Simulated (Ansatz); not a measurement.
`N[CH]([SiH3])[GeH3]` + `O=CS[SiH3]` → `O=C([SiH3])S[SiH3]` + `N[CH2][GeH3]`  (formal exchange of groups at the Si–C bond)

Isolated molecules relaxed with PBE0-D4/def2-TZVP in Ansatz; ΔE leaves out vibrations. CBS: MP2 limit from def2 TZ/QZ plus the TZ coupled-cluster correction, frozen cores. Functionals use def2-TZVPP. B3LYP here is the variant with VWN-RPA as its local correlation; programs differ in this. For Ge outer-core shells are correlated without core-valence functions, which leaves a few kJ/mol of doubt a bond. Scalar relativity is left out up to krypton. One conformer a species, not always the lowest.

```json
{"level": "PBE-D4", "ΔE (kJ/mol)": "2.5", "difference from CCSD(T)/CBS": "-3.9"}
{"level": "r2SCAN-D4", "ΔE (kJ/mol)": "3.7", "difference from CCSD(T)/CBS": "-2.7"}
{"level": "PBE0-D4", "ΔE (kJ/mol)": "6.1", "difference from CCSD(T)/CBS": "-0.3"}
{"level": "B3LYP-D4", "ΔE (kJ/mol)": "2.2", "difference from CCSD(T)/CBS": "-4.2"}
{"level": "ωB97X-V", "ΔE (kJ/mol)": "7.0", "difference from CCSD(T)/CBS": "0.6"}
{"level": "ωB97M-V", "ΔE (kJ/mol)": "7.7", "difference from CCSD(T)/CBS": "1.3"}
{"level": "B2PLYP", "ΔE (kJ/mol)": "2.3", "difference from CCSD(T)/CBS": "-4.1"}
{"level": "PBE", "ΔE (kJ/mol)": "0.6", "difference from CCSD(T)/CBS": "-5.8"}
{"level": "r2SCAN", "ΔE (kJ/mol)": "3.3", "difference from CCSD(T)/CBS": "-3.1"}
{"level": "PBE0", "ΔE (kJ/mol)": "4.5", "difference from CCSD(T)/CBS": "-1.9"}
{"level": "B3LYP", "ΔE (kJ/mol)": "-0.8", "difference from CCSD(T)/CBS": "-7.2"}
{"level": "HF/def2-TZVPP", "ΔE (kJ/mol)": "4.2", "difference from CCSD(T)/CBS": "-2.2"}
{"level": "MP2/def2-TZVPP", "ΔE (kJ/mol)": "8.6", "difference from CCSD(T)/CBS": "2.2"}
{"level": "SCS-MP2/def2-TZVPP", "ΔE (kJ/mol)": "6.7", "difference from CCSD(T)/CBS": "0.3"}
{"level": "CCSD/def2-TZVPP", "ΔE (kJ/mol)": "7.3", "difference from CCSD(T)/CBS": "0.9"}
{"level": "CCSD(T)/def2-TZVPP", "ΔE (kJ/mol)": "6.5", "difference from CCSD(T)/CBS": "0.1"}
{"level": "HF/def2-QZVPP", "ΔE (kJ/mol)": "3.9", "difference from CCSD(T)/CBS": "-2.5"}
{"level": "MP2/def2-QZVPP", "ΔE (kJ/mol)": "8.4", "difference from CCSD(T)/CBS": "2.0"}
{"level": "SCS-MP2/def2-QZVPP", "ΔE (kJ/mol)": "6.4", "difference from CCSD(T)/CBS": "0.0"}
{"level": "HF/CBS(def2)", "ΔE (kJ/mol)": "3.9", "difference from CCSD(T)/CBS": "-2.5"}
{"level": "MP2/CBS(def2)", "ΔE (kJ/mol)": "8.5", "difference from CCSD(T)/CBS": "2.1"}
{"level": "CCSD/CBS(def2)", "ΔE (kJ/mol)": "7.2", "difference from CCSD(T)/CBS": "0.8"}
{"level": "CCSD(T)/CBS", "ΔE (kJ/mol)": "6.4", "difference from CCSD(T)/CBS": "0"}
```

Largest T1 diagnostic among the species: 0.017.

The D4 term adds +3.0 kJ/mol with B3LYP and +1.6 kJ/mol with PBE0; it sums over pairs of atoms, weighted by their polarisabilities, and B3LYP, whose exchange is more repulsive, gets the larger term. From PBE to PBE0 (25 % exact exchange), in def2-TZVPP and without D4, ΔE moves by +3.9 kJ/mol.
